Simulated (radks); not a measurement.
W14+, configuration [Kr] 4d10 4f12 5s2 (the NIST ground configuration). Method: non-relativistic Kohn-Sham, TPSS, spin-polarised, spherical densities, point nucleus; open shells are filled with parallel spins first (spin-orbit coupling, left out, can overturn this in heavy ions); meta-GGA in the generalised Kohn-Sham scheme; relativity is left out, which matters for an element this heavy; computed with a radial shooting solver on a logarithmic mesh with Libxc functionals.

Unscreened Slater integrals over Kohn-Sham orbitals (hartree). They are taken over the spin-up orbitals. Empty in this configuration: 5p.

integral,value
"F0(5s,5s)",0.88632
"F0(5s,4f)",1.0681
"G3(5s,4f)",0.12669
"F0(5s,4d)",1.0792
"G2(5s,4d)",0.10532
"F0(5s,5p)",0.86516
"G1(5s,5p)",0.60321
"F0(4f,4f)",1.7100
"F2(4f,4f)",0.85815
"F4(4f,4f)",0.54837
"F6(4f,4f)",0.39748
"F0(4f,4d)",1.7389
"F2(4f,4d)",0.86332
"F4(4f,4d)",0.55827
"G1(4f,4d)",0.98623
"G3(4f,4d)",0.63915
"G5(4f,4d)",0.45757
"F0(4f,5p)",1.0292
"F2(4f,5p)",0.33748
"G2(4f,5p)",0.11970
"G4(4f,5p)",0.10633
"F0(4d,4d)",1.7866
"F2(4d,4d)",0.91388
"F4(4d,4d)",0.61450
"F0(4d,5p)",1.0393
"F2(4d,5p)",0.32606
"G1(4d,5p)",0.091790
"G3(4d,5p)",0.092608
"F0(5p,5p)",0.84591
"F2(5p,5p)",0.46188

Derived for the open shells (J is the average intra-shell exchange parameter used in DFT+U). 4f: F4/F2 = 0.639, F6/F2 = 0.463, J = (286 F2 + 195 F4 + 250 F6)/6435 = 0.07020 hartree.
